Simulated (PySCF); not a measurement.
Two species compared at the same levels of theory.

First species: C5H9N3.
SMILES with atom numbers: `[CH3:1][CH2:2][n:3]1[n:4][n:5][cH:6][c:7]1[CH3:8]` (hydrogens: H9, H10, H11 on C1; H12, H13 on C2; H14 on C6; H15, H16, H17 on C8)

Structure used (GFN2-xTB), in Å, numbered top down from 1:
```
atom  x, y, z in Å
C1     2.1554   -0.0892    0.3089
C2     1.1834    0.2508   -0.8181
N3    -0.0671   -0.4379   -0.6588
N4    -0.2771   -1.6174   -1.2382
N5    -1.4416   -2.0351   -0.9186
C6    -2.0278   -1.1314   -0.1130
C7    -1.1530   -0.0813    0.0740
C8    -1.2643    1.1817    0.8408
H9     3.1032    0.4146    0.1418
H10    1.7603    0.2244    1.2722
H11    2.3273   -1.1621    0.3365
H12    0.9957    1.3279   -0.8506
H13    1.5998   -0.0718   -1.7750
H14   -3.0144   -1.2758    0.2761
H15   -1.0987    2.0430    0.1928
H16   -2.2580    1.2552    1.2737
H17   -0.5300    1.2164    1.6457
```

Second species: C5H5ClNP.
InChI=1S/C5H5ClNP/c1-4-7-5(6)2-3-8-4/h2-3H,1H3

Levels: CAM-B3LYP/def2-SVPD for dipole moment, HOMO energy, LUMO energy, HOMO–LUMO gap, static isotropic polarisability and electronic spatial extent ⟨r²⟩ about the centre of nuclear charge; TDDFT CAM-B3LYP/def2-SVPD for lowest singlet excitation; TDA CAM-B3LYP/def2-SVPD for lowest triplet excitation (Tamm–Dancoff); GFN2-xTB for rotational constant A and rotational constant C. Geometries: GFN2-xTB. Each species is one conformer at its optimised geometry, gas phase, non-relativistic unless stated; the electronic structure was computed with PySCF and density fitting.

The conformers computed, where there is a choice (atom-mapped SMILES and torsion angles):
- `[CH3:1][CH2:2][n:3]1[n:4][n:5][cH:6][c:7]1[CH3:8]`: C1–C2–N3–N4 -93°

Question: Which has the higher S1 energy?

Answer: The first: 5.80 eV against 4.15 eV, a difference of 1.65 eV.

Question: Which has the higher static isotropic polarisability?

Answer: The second: 105.1 au against 77.5 au, a difference of 27.6 au.

Question: Which of the two has the higher dipole moment, and by how much?

Answer: The first: 5.21 D against 1.76 D, a difference of 3.45 D.

Question: Which of the two has the higher ⟨r²⟩, and by how much?

Answer: The second: 1391 bohr² against 929 bohr², a difference of 462 bohr².

Question: Which of the two has the higher HOMO energy, and by how much?

Answer: The second: -8.32 eV against -8.50 eV, a difference of 0.18 eV.

Question: Which has the higher T1 energy?

Answer: The first: 4.65 eV against 3.00 eV, a difference of 1.65 eV.

Question: Which of the two has the higher LUMO energy, and by how much?

Answer: The first: 0.94 eV against -0.98 eV, a difference of 1.92 eV.

Question: Which has the higher rotational constant C?

Answer: The first: 1.369 GHz against 0.761 GHz, a difference of 0.608 GHz.

On the first: The dipole matches unit charges of opposite sign 1.08 Å apart (1 e·Å = 4.8032 D). The vertical singlet–triplet gap S1 − T1 is 1.15 eV (TDDFT singlet less Tamm–Dancoff triplet; S1: HOMO−1→LUMO+1, weight 0.69; T1: HOMO→LUMO+1, weight 0.67).

On the second: The dipole equals about 5.9 × 10⁻³⁰ C·m (1 D = 3.33564 × 10⁻³⁰ C·m). The principal polarisabilities are 64.5, 111.5 and 139.3 au; their mean is the isotropic value.
